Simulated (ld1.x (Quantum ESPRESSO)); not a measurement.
germanium, TM: configuration errors across variants

ld1.x (Quantum ESPRESSO) 7.5 input, shortened:

```
&input
   title='Ge', zed=32., rel=1, dft='PBE', iswitch=3,
   config='[Ar] 3d10 4s2 4p1.5'
 /
 &inputp
   pseudotype=2, tm=.true., lloc=0,
   nlcc=.true., new_core_ps=.true., rcore=1.55
 /
2
4P  2  1   1.50   0.00  1.50  1.50  0.0
4S  1  0   2.00   0.00  1.90  1.90  0.0
 &test
   configts(1)='4s2 4p1.5'
 /
```

All-electron excitation energies from the reference (eV): (1) 4s2 4p2 -2.802; (2) 4s2 4p1 4.642; (3) 4s2 4p0 20.081; (4) 4s1 4p0 54.872; (5) 4s1 4p3 5.170; (6) 4s2 4p2.3 -3.685; (7) 4s0 4p4 13.393.

A true bound ghost makes a file unfit for plane-wave use even where its test errors are small: the radial tests pick states by their node count and pass the ghost by.

Errors AE − PS in meV (a dash: test not solved or not reliable):

```csv
change,(1),(2),(3),(4),(5),(6),(7),bound ghosts
base,-0.3,-2.3,-33,-227,-7.9,-0.9,-38,p
"all radii but the core radius scaled by about 0.75 (s 1.42, p 1.12 bohr)",-1.9,-3.8,-43,-246,-9.6,-4.1,-43,p
"all radii but the core radius scaled by about 0.83 (s 1.58, p 1.24 bohr)",–,-2.9,-39,-240,-6.4,-1.9,-31,p
"all radii but the core radius scaled by about 1.12 (s 2.14, p 1.68 bohr)",-0.4,-2.1,-26,-221,-17,-1.1,-76,none
"all radii but the core radius scaled by about 1.20 (s 2.28, p 1.80 bohr)",-0.8,-2.3,-20,-220,-25,-2.0,-116,none
"all radii but the core radius scaled by about 1.31 (s 2.48, p 1.96 bohr)",-3.0,-4.0,-11,-224,-36,-7.3,-173,none
"all radii but the core radius scaled by about 1.39 (s 2.64, p 2.08 bohr)",-26,-21,-3.1,-230,-45,-62,-299,p
```

(1) Give the same row for: all radii but the core radius scaled by about 0.94 (s 1.78, p 1.40 bohr).

Results:

(1) -0.4, -2.4, -34, -231, -5.8, -1.0, -29; bound ghosts: p.
